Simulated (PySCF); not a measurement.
# 1,3,5-trifluorobenzene: 4 charge schemes on one density

1,3,5-trifluorobenzene, C₆H₃F₃.
Numbering: `[F:1][c:2]1[cH:3][c:4]([F:5])[cH:6][c:7]([F:8])[cH:9]1` (hydrogens: H10 on C3; H11 on C6; H12 on C9)

Geometry (GFN2-xTB, Å), atoms numbered from 1 in this order:
```xyz
12
C6H3F3 angstrom
F     -0.361    2.674    0.208
C     -0.182    1.350    0.104
C      1.109    0.854    0.059
C      1.264   -0.517   -0.050
F      2.504   -1.026   -0.094
C      0.187   -1.383   -0.113
C     -1.082   -0.833   -0.062
F     -2.142   -1.650   -0.118
C     -1.295    0.530    0.046
H      1.962    1.510    0.107
H      0.329   -2.448   -0.198
H     -2.292    0.937    0.085
```

Density: PBE0/pcSseg-1 (PySCF); schemes: Mulliken, IAO, Hirshfeld and ESP-fitted. Isolated species at its GFN2-xTB geometry, gas phase.

Question: What partial charge does each atom carry?

Answer: In e; atoms taken as equivalent share a row and are averaged (×n: the atom named and its like, n in all):

| atom | environment | Mulliken | IAO | Hirshfeld | ESP-fitted |
| --- | --- | --- | --- | --- | --- |
| F1/F5/F8 | aryl fluorine | -0.271 | -0.257 | -0.073 | -0.192 |
| C2/C4/C7 | aromatic C–F carbon | +0.343 | +0.318 | +0.100 | +0.527 |
| C3/C6/C9 | aromatic CH carbon | -0.204 | -0.249 | -0.091 | -0.593 |
| H10/H11/H12 | aromatic hydrogen | +0.132 | +0.188 | +0.064 | +0.259 |

Mean size of the charges over all atoms: ESP-fitted 0.393 e, IAO 0.253 e, Mulliken 0.237 e, Hirshfeld 0.082 e. Each set sums to the total charge, 0, to within 0.001 e. The IAO scheme projects the occupied orbitals on a minimal set of polarised atomic orbitals and counts the electrons in each atom's part of it.

Lowest charge. The schemes don't all agree: Mulliken F1/F5/F8 (-0.271); IAO F1/F5/F8 (-0.257); Hirshfeld C3/C6/C9 (-0.091); ESP-fitted C3/C6/C9 (-0.593).

Highest charge. All schemes agree: Mulliken C2/C4/C7 (+0.343); IAO C2/C4/C7 (+0.318); Hirshfeld C2/C4/C7 (+0.100); ESP-fitted C2/C4/C7 (+0.527).

Question: Sum the charges by element.

Answer: 
```
element  atoms  Mulliken     IAO  Hirshfeld  ESP-fitted
      F      3    -0.814  -0.772     -0.218      -0.577
      C      6    +0.418  +0.207     +0.026      -0.199
      H      3    +0.396  +0.565     +0.192      +0.776
```

Question: How many electrons does the Hirshfeld scheme count on C7?

Answer: Its own charge is +0.100 e, so Z − q = 5.900.
